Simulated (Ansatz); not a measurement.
Input for Ansatz (an electronic-structure program): U-SVWN5/def2-TZVPP on HfI, 2S+1 = 2, a spin state set in the input, which need not be the lowest, a point of a bond scan (R = 2.703 Å). Elements past Kr take the def2 small-core potentials; no spin–orbit coupling.

Ansatz 0.2 input:
```yaml
crystal:
  periodic: [false, false, false]
  atoms:
    - {symbol: Hf, position_ang: [0.00000000, 0.00000000, 0.00000000]}
    - {symbol: I, position_ang: [0.00000000, 0.00000000, 2.70331600]}
basis:
  gaussian:
    orbitals: def2-TZVPP
    pivot_positions_ang: [[0.00000000, 0.00000000, 0.00000000], [0.00000000, 0.00000000, 2.70331600]]
hamiltonian:
  xc: {name: SVWN5}
magnetization: {spin_polarized: true, initial_magnetization: 1}
output: {forces: true, orbitals: {seedname: ./end}}
```

Q: Give the final energy of this run.

A: -345.1383 hartree.

Q: How many basis functions does it have, and what does it roughly cost on one machine?

A: 106 functions; very roughly 13 core-seconds.
